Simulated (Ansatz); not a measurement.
Consider the cleavage of the Si–Si bond: `[SiH3][SiH](Cl)Br` + HBr → `Cl[SiH](Br)Br` + SiH₄.

Calculated with Ansatz (gas phase, PBE0-D4/def2-TZVP geometries, no zero-point term in ΔE). CCSD(T)/CBS adds triple-zeta CCSD(T) − MP2 to the extrapolated MP2 energy (def2 sets, frozen cores). This one scheme is used for every species. DFT in def2-TZVPP. B3LYP here is the variant with VWN-RPA as its local correlation; programs differ in this. HSE06 is defined as in plane-wave codes. For Br outer-core shells are correlated without core-valence functions, which leaves a few kJ/mol of doubt a bond. Scalar relativity is left out up to krypton.

```
             level  ΔE (kJ/mol)  difference from CCSD(T)/CBS
          B3LYP-D4        -86.0                          4.2
        r2SCANh-D4        -87.7                          2.5
          BHLYP-D4        -91.5                         -1.3
              BLYP        -83.1                          7.1
            r2SCAN        -87.5                          2.7
              PBE0        -81.4                          8.8
           r2SCANh        -88.2                          2.0
             HSE06        -81.5                          8.7
RPA@PBE/def2-TZVPP        -84.5                          5.7
    MP2/def2-QZVPP       -100.2                        -10.0
       CCSD(T)/CBS        -90.2                            0
```

Largest T1 diagnostic among the species: 0.011.

From PBE to PBE0 (25 % exact exchange), in def2-TZVPP and without D4, ΔE moves by −4.4 kJ/mol. At CCSD(T), def2-SVP lies +6.6 kJ/mol from the extrapolated value and def2-TZVPP +3.8 kJ/mol.

CCSD(T)/CBS has its own doubt, a few kJ/mol and more with outer-core shells, so smaller differences from it don't rank the levels.
